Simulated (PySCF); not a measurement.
Job for PySCF: D3(BJ) and D4 dispersion corrections on CHF3O3S (SMILES O=S(=O)(O)C(F)(F)F).

```python
from pyscf import gto
from pyscf.dispersion import dftd3, dftd4

mol = gto.M(
    atom='''
    O     1.35297372   -0.31116313   -0.99815299
    S     0.68778109    0.46544374    0.26705883
    O     1.15009405   -0.15365545    1.49723459
    O     0.75549749    1.87993948   -0.01478806
    C    -1.09026189   -0.07398173    0.02400118
    F    -1.81362273    0.37892246    1.03612026
    F    -1.55970969    0.40602098   -1.11519879
    F    -1.13707069   -1.40397480    0.00123753
    H     1.65411865   -1.18755155   -0.69761254
    ''',
    basis='def2-svp',
    charge=0, spin=0, verbose=0, max_memory=1800)
d3, d4 = {}, {}
for xc in ['hf', 'pbe', 'blyp', 'revpbe', 'tpss', 'r2scan', 'b3lyp', 'pbe0', 'bhlyp', 'camb3lyp', 'b2plyp']:
    d3[xc] = float(dftd3.DFTD3Dispersion(mol, xc=xc, version='d3bj', atm=False).get_dispersion()['energy'])
    print(f'D3(BJ) {xc:10s} {d3[xc]:14.8f} Eh')
for xc in ['hf', 'pbe', 'blyp', 'revpbe', 'tpss', 'r2scan', 'b3lyp', 'pbe0', 'bhlyp', 'camb3lyp', 'b2plyp']:
    d4[xc] = float(dftd4.DFTD4Dispersion(mol, xc={'camb3lyp': 'cam-b3lyp'}.get(xc, xc), atm=True).get_dispersion()['energy'])
    print(f'D4     {xc:10s} {d4[xc]:14.8f} Eh')
```

It printed:

```
D3(BJ) hf            -0.06129950 Eh
D3(BJ) pbe           -0.00769787 Eh
D3(BJ) blyp          -0.01658390 Eh
D3(BJ) revpbe        -0.01976493 Eh
D3(BJ) tpss          -0.00970142 Eh
D3(BJ) r2scan        -0.00206453 Eh
D3(BJ) b3lyp         -0.01351464 Eh
D3(BJ) pbe0          -0.00660780 Eh
D3(BJ) bhlyp         -0.01053681 Eh
D3(BJ) camb3lyp      -0.00588590 Eh
D3(BJ) b2plyp        -0.00621660 Eh
D4     hf            -0.03319244 Eh
D4     pbe           -0.00895077 Eh
D4     blyp          -0.02013747 Eh
D4     revpbe        -0.02965493 Eh
D4     tpss          -0.01214421 Eh
D4     r2scan        -0.00219628 Eh
D4     b3lyp         -0.01438576 Eh
D4     pbe0          -0.00747860 Eh
D4     bhlyp         -0.01014474 Eh
D4     camb3lyp      -0.00747328 Eh
D4     b2plyp        -0.00624674 Eh
```

The run finished.

Cost: about 0.020 core-seconds (a rough figure).
